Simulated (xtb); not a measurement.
C12H8, SMILES c1cccc2-c3ccccc3-c21. All values are semi-empirical tight-binding results from xtb (GFN2-xTB unless named), good for trends rather than for accurate numbers. Coordinates come from a GFN2-xTB optimisation.

Computed properties:
- point group as xtb finds it = D2h
- orbital gap = 2.74 eV
- dipole moment = 0.00 D
- zero-point energy = 96.5 kcal/mol
- G − E(el) at 298.15 K (modified RRHO) = 76.3 kcal/mol
- static polarisability (D4 model) = 122.2 bohr³
- solvation energy, GFN2-xTB/ALPB(water) = -1.3 kcal/mol
- solvation energy, GFN2-xTB/ALPB(toluene) = -7.7 kcal/mol

Computed IR lines (harmonic; lines under 4 % of the strongest left out, lines within 3 cm⁻¹ merged):
ν (cm⁻¹): 759 (m), 1296 (w), 3077 (m), 3084 (vs), 3089 (vs) (against the strongest line: vs over 80 %, s over 45 %, m over 15 %, w over 4 %, vw less)
